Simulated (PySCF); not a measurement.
**P+ (phosphorus, charge +1) across methods**

[Ne] 3s2 3p2, high-spin 3P determinant. Calculation: PySCF 2.14, in dyall-acv3z; scalar relativity by spin-free X2C-1e.

| method | E (hartree) | mean ε 3s α (eV) | mean ε 3s β (eV) | mean ε 3p α (eV) | Σ⟨r²⟩ (bohr²) | ⟨S²⟩ |
| --- | --- | --- | --- | --- | --- | --- |
| M06-2X | -341.7073 | -27.311 | -24.464 | -17.220 | 20.56 | 2.003 |
| UHF | -341.17337 | -31.055 | -25.512 | -19.722 | 20.78 | 2.013 |
| BP86 | -341.7475 | -24.049 | -22.128 | -15.007 | 20.53 | 2.003 |
| r2SCAN | -341.6827 | -24.628 | -22.041 | -15.403 | 20.55 | 2.008 |
| PBE | -341.5572 | -23.991 | -21.938 | -14.972 | 20.59 | 2.004 |
| PBE0 | -341.5838 | -25.946 | -23.169 | -16.320 | 20.56 | 2.005 |
| LDA | -340.4304 | -24.005 | -22.127 | -14.908 | 20.62 | 2.002 |
| MN15 | -341.8205 | -26.033 | -23.622 | -16.739 | 20.54 | 2.003 |
